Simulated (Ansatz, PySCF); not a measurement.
Pair of molecules: HF (SMILES F) (first 2 atoms) with HCl (SMILES Cl); geometry from B3LYP-D3(BJ)/def2-TZVP, rigid monomers moved along the line of their centres of mass till H2···Cl3 is 2.06 Å.
(charge 0, multiplicity 1):
```csv
atom,x (Å),y (Å),z (Å)
F,-0.0125,-0.0839,-0.1391
H,0.1544,0.1338,0.7509
Cl,-0.0217,0.4414,2.7818
H,-1.2363,0.0240,2.7630
```

Interaction energies are E(AB) − E(A) − E(B) at the monomers' geometry in the complex; basis-set methods are counterpoise corrected. Rows marked so take none.

Frozen-core correlation. Rows in 6-31G* carry no dispersion term and start afresh at each structure (6-31G* with six Cartesian d functions).

Codes used: Ansatz (a first-principles code) with Gaussian orbitals; PySCF for 6-31G* rows. Values without a source in brackets are computed.

### Question
What interaction energy does B3LYP/6-31G* (no counterpoise) give?

### Answer
-62 meV

### Question
Predict the interaction energy from SCS-MP2/aug-cc-pV(D+d)Z.

### Answer
-20 meV

### Question
Estimate the interaction energy that SCS-MP2/aug-cc-pV(T+d)Z returns for this input.

### Answer
-52 meV
